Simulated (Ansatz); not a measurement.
Mulliken charges of `CC(=O)O[AsH2]` from PBE/def2-TZVPP in Ansatz (PBE0-D4/def2-TZVP geometry).

```tsv
atom	x (Å)	y (Å)	z (Å)	charge (e)
C1	-0.365	-1.650	0.352	-0.259
C2	-0.236	-0.328	-0.338	0.272
O3	-0.350	-0.151	-1.528	-0.291
O4	0.030	0.666	0.502	-0.304
As5	0.054	2.307	-0.361	0.280
H6	-1.168	-1.602	1.090	0.105
H7	0.557	-1.877	0.889	0.106
H8	-0.574	-2.427	-0.379	0.112
H9	0.754	2.912	0.856	-0.017
H10	1.382	2.098	-1.080	-0.003
```

By hand: the dipole of these point charges (1 e Å = 4.8032 D).

Σ q r = (-0.007, 0.131, 0.163) e Å, of length 0.209 e Å = 1.00 D.

How does the dipole of the full density compare? (Estimate.)

The calculation gave: (0.082, -0.003, 0.329) e Å, 1.63 D; the point charges give 0.61 times that, at 42° from its direction.

Point charges leave out the atoms' own dipoles, such as those of lone pairs, and Mulliken's split depends on the basis, so the two needn't agree.
